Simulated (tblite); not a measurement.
Species: C5H12O2Si2.
Atom-mapped SMILES: `[CH3:1][CH2:2][Si@H:3]1[SiH2:4][O:5][CH:6]=[C:7]1[O:8][CH3:9]` (hydrogens: H10, H11, H12 on C1; H13, H14 on C2; H15 on Si3; H16, H17 on Si4; H18 on C6; H19, H20, H21 on C9)

Structure optimised with GFN2-xTB, isolated species.

Q: Give the optimised bond lengths and angles.

A: 
| bond | length (Å) |
| --- | --- |
| C1–C2 | 1.523 |
| C2–Si3 | 1.906 |
| Si3–Si4 | 2.313 |
| Si4–O5 | 1.649 |
| O5–C6 | 1.363 |
| C6=C7 | 1.334 |
| C7–O8 | 1.368 |
| O8–C9 | 1.406 |
| Si3–C7 | 1.898 |
| C1–H10, C1–H11, C1–H12 | 1.088 |
| C2–H13 | 1.092 |
| C2–H14 | 1.091 |
| Si3–H15 | 1.475 |
| Si4–H16 | 1.465 |
| Si4–H17 | 1.462 |
| C6–H18 | 1.081 |
| C9–H19, C9–H20, C9–H21 | 1.093 |

Bonds in one row agree within 0.01 Å and their mean is given. A selection of angles:
| angle | degrees |
| --- | --- |
| C1–C2–Si3 | 112.6 |
| C2–Si3–Si4 | 120.4 |
| C2–Si3–C7 | 110.2 |
| Si4–Si3–C7 | 88.0 |
| Si3–Si4–O5 | 93.3 |
| Si4–O5–C6 | 121.5 |
| O5–C6–C7 | 121.7 |
| C6–C7–O8 | 126.4 |
| Si3–C7–C6 | 115.3 |
| Si3–C7–O8 | 118.3 |
| C7–O8–C9 | 117.7 |

Dihedral angles: C1–C2–Si3–Si4 84° (synclinal); C2–Si3–Si4–O5 115° (anticlinal); Si3–Si4–O5–C6 -3° (synperiplanar); Si4–O5–C6–C7 2° (synperiplanar); O5–C6–C7–O8 180° (antiperiplanar); C6–C7–O8–C9 -1° (synperiplanar); C2–Si3–C7–C6 -124° (anticlinal).

Si4 (oxygen-bound silicon) has angles from 93.3° to 120.4°. Of the pairs four or more bonds apart, C9···H18 is among the closest relative to their van der Waals radii: 2.64 Å, 91 % of the sum of Bondi's values. The 5-membered ring Si3–Si4–O5–C6–C7 has internal angles of 88.0° to 121.7° (sum 540°, against 540° for a flat polygon); it is almost planar, 0.02 Å rms from its mean plane, widest ring torsion 3°. O5 (silyl ether oxygen) is bent (angle 121.5°). The C–C distances run from 1.334 Å (C6=C7, drawn double) to 1.523 Å (C1–C2, drawn single), a spread of 0.189 Å. Si3 (SiH silicon) has angles from 88.0° to 120.4°. The C–O distances run from 1.363 Å (O5–C6, drawn single) to 1.406 Å (O8–C9, drawn single), a spread of 0.043 Å.

Point group: C1 (no symmetry element, even within 0.4 Å). Its GFN2-xTB frequencies are all real (lowest 40 cm⁻¹). One conformer, not necessarily the lowest.

The run took 2.1 s of wall time on one thread, Arm Neoverse V1 (aarch64), shared host. This is the geometry optimisation.

The numbers are calculated, not measured.
